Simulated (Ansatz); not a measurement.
Mulliken charges of `O=C=[N][SnH2][N]=C=O` from B3LYP/def2-TZVPP in Ansatz (PBE0-D4/def2-TZVP geometry).

| atom | x (Å) | y (Å) | z (Å) | charge (e) |
| --- | --- | --- | --- | --- |
| O1 | -2.498 | -0.286 | 2.021 | -0.214 |
| C2 | -1.784 | -0.767 | 1.236 | 0.227 |
| N3 | -1.091 | -1.323 | 0.424 | -0.418 |
| Sn4 | 0.578 | -0.921 | -0.618 | 0.988 |
| N5 | 1.194 | 0.892 | -0.005 | -0.418 |
| C6 | 0.973 | 2.049 | -0.251 | 0.224 |
| O7 | 0.810 | 3.187 | -0.440 | -0.214 |
| H8 | 1.761 | -2.023 | -0.129 | -0.087 |
| H9 | 0.145 | -0.854 | -2.255 | -0.088 |

**Question.** By hand: the dipole of these point charges (1 e Å = 4.8032 D).

**Answer.** Σ q r = (0.536, -0.815, -0.690) e Å, of length 1.195 e Å = 5.74 D.

**Question.** How does the dipole of the full density compare? (Estimate.)

**Answer.** The calculation gave: (0.405, -0.602, -0.502) e Å, 4.24 D; the point charges give 1.35 times that, at 1° from its direction.

Point charges leave out the atoms' own dipoles, such as those of lone pairs, and Mulliken's split depends on the basis, so the two needn't agree.

B3LYP here is the variant with VWN-RPA as its local correlation; programs differ in this.
